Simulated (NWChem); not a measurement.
Molecule: C2H7FOSi; SMILES O[Si@H](CC)F

```xyz
12

C      0.1100     2.3056    -0.0410
C     -0.7232     1.0698     0.2935
Si    -0.0066    -0.5292    -0.3473
O      1.5172    -0.8250     0.2252
F     -1.0068    -1.7210     0.1334
H     -0.3401     3.2245     0.3651
H      1.1297     2.2260     0.3672
H      0.2099     2.4449    -1.1294
H     -1.7461     1.1625    -0.1124
H     -0.8530     0.9673     1.3863
H      0.1058    -0.5893    -1.8245
H      1.6474    -0.8071     1.1777
```
Atoms are numbered in this order, from 1.

Program: NWChem. Pople sets run with spherical d functions. Coordinates come from a PBE0/def2-SVP optimisation. Not confirmed as a minimum by frequencies. GIAO values for the isolated, static molecule; σ is the absolute isotropic shielding, δ = σ(reference) − σ with the isolated reference molecule computed at the same levels (13C: tetramethylsilane, 19F: trichlorofluoromethane, 1H: tetramethylsilane, 17O: water, 29Si: tetramethylsilane).

For level Hartree-Fock/6-31G*:

* **δ C2 (ppm)**: 5.9
* **δ Si3 (ppm)**: -6.2
* **δ O4 (ppm)**: 27.1
* **δ F5 (ppm)**: -96.5
* **δ H6 (rotor mean) (ppm)**: 1.11

Problem. What are these values for level B3LYP/6-31G*?

Solution. 
* **δ C2 (ppm)**: 10.3
* **δ Si3 (ppm)**: 6.1
* **δ O4 (ppm)**: 43.4
* **δ F5 (ppm)**: -131.2
* **δ H6 (rotor mean) (ppm)**: 1.00
